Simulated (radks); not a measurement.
Excited configurations of Te IV: one electron is placed in a higher orbital outside [Kr] 4d10 5s2. The ground configuration is [Kr] 4d10 5s2 5p1. All-electron calculation, scalar-relativistic Kohn-Sham, r2SCAN, spin-polarised, spherical densities, finite nucleus; open shells are filled with parallel spins first (spin-orbit coupling, left out, can overturn this in heavy ions); meta-GGA in the generalised Kohn-Sham scheme; Fermi nuclear charge, rms radius 4.7423 fm. Program: a radial shooting solver on a logarithmic mesh with Libxc functionals. Excitation = E - E(ground); binding = E(ion) - E, where the ion is the core of charge +4; n* = 4/sqrt(2 binding) in atomic units, and the quantum defect is n - n*.

outer orbital  excitation (eV)  binding (eV)     n*  quantum defect  eigenvalue (eV)  <r> (bohr)
4f                      20.592        16.065  3.681           0.319          -12.799       3.110
5d                      14.494        22.163  3.134           1.866          -19.068       3.061
5f                      25.825        10.832  4.483           0.517           -9.200       5.826
6s                      15.483        21.173  3.206           2.794          -19.175       3.987
6f                      29.203         7.454  5.404           0.596           -6.531       9.408
7s                      24.418        12.239  4.217           2.783          -11.109       6.780
7p                      26.048        10.609  4.530           2.470           -9.594       7.612

Estimate the row for 6p.

Answer. excitation (eV) 19.076; binding (eV) 17.580; n* 3.519; quantum defect 2.481; eigenvalue (eV) -15.862; <r> (bohr) 4.573. The Delta-SCF ionisation energy is 36.657 eV (NIST Atomic Spectra Database: 37.416 eV, measured). Self-interaction in the functional shifts the binding energies and quantum defects, so they are the method's values and not measured ones. Open shells are spherical and high-spin; term and fine-structure splittings are not resolved. Spin-orbit splitting is averaged out at the scalar-relativistic level.
